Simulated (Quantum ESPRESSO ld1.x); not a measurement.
Question: These are the eigenvalues of the occupied orbitals of an atom or ion with whole-number occupations (eV). Method: non-relativistic Kohn-Sham, LDA (Slater exchange, Perdew-Zunger correlation), spin-polarised, spherical densities, point nucleus; computed with ld1.x of Quantum ESPRESSO 7.5.

orbital  eigenvalue
1s up      -21339.6
1s down    -21339.6
2s up      -3043.78
2s down    -3042.95
2p up      -2820.47
2p down    -2819.83
3s up      -562.610
3s down    -562.039
3p up      -474.977
3p down    -474.356
3d up      -313.215
3d down    -312.390
4s up      -107.531
4s down    -103.985
4p up      -81.0726
4p down    -77.4433
4d up      -39.3492

Which element is it, and in what charge state? The configuration may be excited. Open shells, if any, are filled with parallel spins first.

Answer: Z = 44, ruthenium, charge +3: Ru3+ in [Kr] 4d5. The list shows which subshells hold electrons but not how many an open one holds; the 1s level, -784.22 hartree, gives Z - s = 39.6 by -(Z - s)^2/2, which with screening narrows Z to a few neighbours, and the depths of the outer levels then fix element, charge and occupations together.
